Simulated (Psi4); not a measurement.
C$_{3}$H$_{7}$O (SMILES C[C](C)O), doublet, geometry from GFN2-xTB; R2SCAN/6-31G* (Psi4 1.11).

The Psi4 input:
```
memory 2 GB

molecule mol {
0 2
  O     0.006033    1.399451    0.105213
  C    -0.010526    0.017375    0.172694
  H     0.916916    1.708660    0.146016
  C    -1.341028   -0.598369   -0.069271
  C     1.245830   -0.727813   -0.109824
  H    -1.499287   -0.833974   -1.129629
  H     1.488778   -0.745192   -1.182505
  H    -2.119394    0.093631    0.240890
  H     2.093956   -0.279398    0.411106
  H    -1.439535   -1.527007    0.491629
  H     1.144644   -1.759483    0.219189
symmetry c1
no_reorient
no_com
}

set basis 6-31g*
set reference uks

energy('r2scan')
print_variables()
```

The log (banner, timings and long lists left out):

```
   => Loading Basis Set <=

    Name: 6-31G*
    Role: ORBITAL
    Keyword: BASIS

         ---------------------------------------------------------
                                   SCF
               by Justin Turney, Rob Parrish, Andy Simmonett
                          and Daniel G. A. Smith
                              UKS Reference
         ---------------------------------------------------------

  ==> Geometry <==

    Molecular point group: c1
    Full point group: C1

    Geometry (in Angstrom), charge = 0, multiplicity = 2:

       Center              X                  Y                   Z               Mass
    ------------   -----------------  -----------------  -----------------  -----------------
         O            0.006033000000     1.399451000000     0.105213000000    15.994914619570
         C           -0.010526000000     0.017375000000     0.172694000000    12.000000000000
         H            0.916916000000     1.708660000000     0.146016000000     1.007825032230
         C           -1.341028000000    -0.598369000000    -0.069271000000    12.000000000000
         C            1.245830000000    -0.727813000000    -0.109824000000    12.000000000000
         H           -1.499287000000    -0.833974000000    -1.129629000000     1.007825032230
         H            1.488778000000    -0.745192000000    -1.182505000000     1.007825032230
         H           -2.119394000000     0.093631000000     0.240890000000     1.007825032230
         H            2.093956000000    -0.279398000000     0.411106000000     1.007825032230
         H           -1.439535000000    -1.527007000000     0.491629000000     1.007825032230
         H            1.144644000000    -1.759483000000     0.219189000000     1.007825032230

  Running in c1 symmetry.

  Rotational constants: A =      0.30259  B =      0.27444  C =      0.15309 [cm^-1]
  Rotational constants: A =   9071.46610  B =   8227.38233  C =   4589.54737 [MHz]
  Nuclear repulsion =  125.872559629127409

  Charge       = 0
  Multiplicity = 2
  Electrons    = 33
  Nalpha       = 17
  Nbeta        = 16

  ==> Algorithm <==

  SCF Algorithm Type is DF.
  DIIS enabled.
  MOM disabled.
  Fractional occupation disabled.
  Guess Type is SAD.
  Energy threshold   = 1.00e-06
  Density threshold  = 1.00e-06
  Integral threshold = 1.00e-12

  ==> Primary Basis <==

  Basis Set: 6-31G*
    Blend: 6-31G*
    Number of shells: 38
    Number of basis functions: 74
    Number of Cartesian functions: 74
    Spherical Harmonics?: false
    Max angular momentum: 2

  ==> DFT Potential <==

   => LibXC <=

    Version 7.1.2
    S. Lehtola, C. Steigemann, M. J. T. Oliveira, and M. A. L. Marques,  SoftwareX 7, 1–5 (2018) (10.1016/j.softx.2017.11.002)

   => Composite Functional: R2SCAN <=

    r2SCAN Meta-GGA XC Functional  (0.1021/acs.jpclett.0c02405)
    J. W. Furness, A. D. Kaplan, J. Ning, J. P. Perdew, J. Sun  J. Phys. Chem. Lett.  11, 8208–8215, 2020

    Deriv               =              1
    GGA                 =           TRUE
    Meta                =           TRUE

    Exchange Hybrid     =          FALSE
    MP2 Hybrid          =          FALSE

   => Exchange Functionals <=

    1.0000   XC_MGGA_X_R2SCAN

   => Correlation Functionals <=

    1.0000   XC_MGGA_C_R2SCAN

   => LibXC Density Thresholds  <==

    XC_MGGA_C_R2SCAN:  1.00E-15
    XC_MGGA_X_R2SCAN:  1.00E-11

   => Molecular Quadrature <=

    Radial Scheme          =       TREUTLER
    Pruning Scheme         =           NONE
    Nuclear Scheme         =       TREUTLER

    Blocking Scheme        =         OCTREE
    BS radius alpha        =              1
    Pruning alpha          =              1
    Radial Points          =             75
    Spherical Points       =            302
    Total Points           =         234941
    Total Blocks           =           1787
    Max Points             =            256
    Max Functions          =             74
    Weights Tolerance      =       1.00E-15

   => Loading Basis Set <=

    Name: (6-31G* AUX)
    Role: JKFIT
    Keyword: DF_BASIS_SCF

  ==> Integral Setup <==

  SCF_SUBTYPE=INCORE selected. In-core MEM_DF algorithm will be used.
  Using in-core AOs.

  ==> MemDFJK: Density-Fitted J/K Matrices <==

    J tasked:                   Yes
    K tasked:                    No
    wK tasked:                   No
    Algorithm:                 Core
    Schwarz Cutoff:           1E-12
    Mask sparsity (%):       0.1096
    Fitting Condition:        1E-10

   => Auxiliary Basis Set <=

  Basis Set: (6-31G* AUX)
    Blend: CC-PVDZ-JKFIT
    Number of shells: 159
    Number of basis functions: 499
    Number of Cartesian functions: 499
    Spherical Harmonics?: false
    Max angular momentum: 3

  Minimum eigenvalue in the overlap matrix is 6.0665039707E-03.
  Reciprocal condition number of the overlap matrix is 8.9092267644E-04.
    Using symmetric orthogonalization.

  ==> Pre-Iterations <==

  SCF Guess: Superposition of Atomic Densities via on-the-fly atomic UHF (no occupation information).

   -------------------------
    Irrep   Nso     Nmo
   -------------------------
     A         74      74
   -------------------------
    Total      74      74
   -------------------------

  ==> Iterations <==

                           Total Energy        Delta E     RMS |[F,P]|

   @DF-UKS iter SAD:  -193.01684000596578   -1.93017e+02   0.00000e+00
   @DF-UKS iter   1:  -193.22950600106950   -2.12666e-01   1.13336e-02 ADIIS/DIIS
   @DF-UKS iter   2:  -193.07403711688431    1.55469e-01   1.34580e-02 ADIIS/DIIS
   @DF-UKS iter   3:  -193.57349973474800   -4.99463e-01   1.19449e-03 ADIIS/DIIS
   @DF-UKS iter   4:  -193.57553268487558   -2.03295e-03   7.18353e-04 ADIIS/DIIS
   @DF-UKS iter   5:  -193.57670231670434   -1.16963e-03   1.56262e-04 ADIIS/DIIS
   @DF-UKS iter   6:  -193.57675795034226   -5.56336e-05   5.89637e-05 DIIS
   @DF-UKS iter   7:  -193.57676819314031   -1.02428e-05   1.38525e-05 DIIS
   @DF-UKS iter   8:  -193.57676897774709   -7.84607e-07   5.08970e-06 DIIS
   @DF-UKS iter   9:  -193.57676908551159   -1.07764e-07   1.82607e-06 DIIS
   @DF-UKS iter  10:  -193.57676909696187   -1.14503e-08   9.06567e-07 DIIS
  Energy and wave function converged.

  ==> Post-Iterations <==

   Electrons on quadrature grid:
      Nalpha   =   16.9999908156 ; deviation = -9.184e-06
      Nbeta    =   15.9999911378 ; deviation = -8.862e-06
      Ntotal   =   32.9999819534 ; deviation = -1.805e-05

   @Spin Contamination Metric:   5.733204320E-03
   @S^2 Expected:                7.500000000E-01
   @S^2 Observed:                7.557332043E-01
   @S   Expected:                5.000000000E-01
   @S   Observed:                5.000000000E-01

    Orbital Energies [Eh]
    ---------------------

    Alpha Occupied:

[...]
    Alpha Virtual:

[...]
    Beta Occupied:

[...]
      16A     -0.281868

    Beta Virtual:

[...]
      74A      4.581556

    Final Occupation by Irrep:
              A
    DOCC [    16 ]
    SOCC [     1 ]
    NA   [    17 ]
    NB   [    16 ]

  @DF-UKS Final Energy:  -193.57676909696187

   => Energetics <=

    Nuclear Repulsion Energy =            125.8725596291274087
    One-Electron Energy =                -511.0341114509185445
    Two-Electron Energy =                 218.9532320978272537
    DFT Exchange-Correlation Energy =     -27.3684493729979934
    Empirical Dispersion Energy =           0.0000000000000000
    VV10 Nonlocal Energy =                  0.0000000000000000
    Total Energy =                       -193.5767690969618684

  UHF NO Occupations:
  HONO-2 :   15  A 1.9993062
  HONO-1 :   16  A 1.9984622
  HONO-0 :   17  A 1.0000000
  LUNO+0 :   18  A 0.0015378
  LUNO+1 :   19  A 0.0006938
  LUNO+2 :   20  A 0.0002318
  LUNO+3 :   21  A 0.0001369

Computation Completed

Properties will be evaluated at   0.000000,   0.000000,   0.000000 [a0]

Properties computed using the SCF density matrix

 Multipole Moments:

 ------------------------------------------------------------------------------------
     Multipole            Electronic (a.u.)      Nuclear  (a.u.)        Total (a.u.)
 ------------------------------------------------------------------------------------

 L = 1.  Multiply by 2.5417464519 to convert [e a0] to [Debye]
 Dipole X            :          0.5480453           -0.0000038            0.5480415
 Dipole Y            :         -0.1834704            0.0000057           -0.1834647
 Dipole Z            :         -0.0604631           -0.0000113           -0.0604745
 Magnitude           :                                                    0.5810903

 ------------------------------------------------------------------------------------

  Variable Map:
  ----------------------------------------------------------------------------
[...]
  Array Variable Map:
  ----------------------------------------------------------------------------
[...]
[...]
```
